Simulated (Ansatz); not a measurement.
A nudged elastic band was laid between two geometries of CH2BOS (6 atoms, charge 0, multiplicity 2).

The calculation used UKS PBE-D4/def2-SVP (Ansatz).

| Quantity | Value |
| --- | --- |
| movable images | 9 |
| climbing image | yes |
| spring | 5.0 eV/Å² |
| optimiser | quadratic models (default) |
| start path | through a guess of the saddle point |
| force threshold | 0.03 eV/Å |
| iteration limit | 60 |
| end points | relaxed |

Initial state:

```xyz
6
Properties=species:S:1:pos:R:3
O 0.286 -0.734 -2.007
B 0.154 -0.426 -0.711
C 0.024 -0.127 0.619
S -0.066 -0.011 2.259
H 0.094 0.001 -2.618
H -0.492 1.296 2.458
```

Final state:

```xyz
6
Properties=species:S:1:pos:R:3
O 0.049 -0.008 -1.645
B 0.009 -0.004 -0.296
C -0.233 0.615 0.987
S 0.325 -1.082 1.205
H 0.343 -0.857 -2.018
H -0.494 1.336 1.767
```

(1) What changes between the two ends?

(2) Give the energies along the band, and the barrier.

(3) What is the geometry of the highest image?

## Answers

(1) Bonds broken: S4–H6. Bonds formed: B2–S4, C3–H6.

(2) The forces met the threshold. The highest image is number 2 of 0 to 10, 115.2 kJ/mol above the first end and 265.7 kJ/mol above the last; the last end lies 150.5 kJ/mol below the first. The profile has 2 maxima (images 2, 9) with wells between them (image 7): this band takes more than one step, which may be the mechanism or a detour left from its start path. A vibrational analysis at the climbing image gives one clearly imaginary mode, 1282i cm⁻¹: a first-order saddle point.

```
image  path coordinate (Å)  energy (kJ/mol)  S4–H6 (Å)  B2–S4 (Å)  C3–H6 (Å)
    0                 0.00              0.0       1.39       3.01       2.38
    1                 0.69             15.0       1.37       2.99       2.22
    2                 1.38            115.2       1.46       3.09       1.45
    3                 1.98              7.8       2.08       3.06       1.12
    4                 2.58            -45.7       2.39       2.95       1.12
    5                 3.19            -70.0       2.48       2.74       1.11
    6                 3.79            -99.5       2.56       2.25       1.09
    7                 4.39           -148.3       2.62       1.87       1.09
    8                 5.00           -131.1       2.60       1.89       1.10
    9                 5.60           -131.0       2.62       1.90       1.09
   10                 6.20           -150.5       2.61       1.87       1.09
```

(3) 
```xyz
6
Properties=species:S:1:pos:R:3:forces:R:3
O 0.309 -0.563 -1.861 0.00 0.00 0.00
B 0.196 -0.387 -0.538 0.00 0.00 0.00
C 0.079 -0.207 0.820 0.00 0.00 0.00
S -0.069 0.024 2.514 0.00 0.00 0.00
H -0.028 0.175 -2.402 0.00 0.00 0.00
H -0.487 0.958 1.468 0.00 0.00 0.00
```

Run time: 3.3 min on 2 threads of Intel(R) Xeon(R) 6975P-C (Granite Rapids), with other jobs on the host, peak memory 0.17 GiB.
